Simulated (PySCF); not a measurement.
Gas-phase reaction: InH + 2 HF = InH3 + F2

Computed with PySCF and rigid-rotor harmonic-oscillator thermochemistry at 1 bar. † marks an energy on the PBE0/def2-TZVP geometry and frequencies. MP2 and CCSD(T) freeze the core. All species are closed-shell singlets. B3LYP is the form with VWN-RPA correlation. In: scalar-relativistic def2 core potential, no spin-orbit coupling. InH, InH3: computed as isolated molecules; such fragments, hydroxides, amides, oligomers or adducts are transient or little studied in the gas. MP2 isn't extrapolated to the basis-set limit. CCSD(T) isn't extrapolated to the basis-set limit.

```csv
level,"ΔH°(298 K), kJ"
B3LYP/def2-TZVP†,525
BLYP/def2-TZVP†,…
CCSD(T)/def2-SVP†,502
CCSD(T)/def2-TZVPP†,…
M06-2X/def2-TZVP†,542
MP2/def2-TZVPP†,…
PBE0/def2-QZVP†,531
ωB97M-V/def2-TZVP†,…
```

**Question.** Complete the blanks.

**Answer.** 
- BLYP/def2-TZVP†, ΔH°(298 K), kJ: 510
- CCSD(T)/def2-TZVPP†, ΔH°(298 K), kJ: 532
- MP2/def2-TZVPP†, ΔH°(298 K), kJ: 570
- ωB97M-V/def2-TZVP†, ΔH°(298 K), kJ: 505
